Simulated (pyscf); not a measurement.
Single points on ωB97X-D3(BJ)/def2-SVP structures (PySCF, gas phase).

### Question
What is the homolytic dissociation enthalpy (298 K, ωB97M-D3(BJ)/def2-TZVP) of the Al–O bond of H₃C–Al(CH₃)–O–Be–OH, to [H₃C–Al–CH₃]• + •O–Be–OH?

### Answer
Al–O to [H₃C–Al–CH₃]• + •O–Be–OH: 142.7 kcal/mol. The 7 functionals that were run give +136.3 (PBE) to +142.7 kcal/mol (M06-2X). The radicals are drawn with the spin at the cut bond; how far it spreads was not checked. Other isomers of [H₃C–Al–CH₃]•, •O–Be–OH were not searched in full and may lie lower.
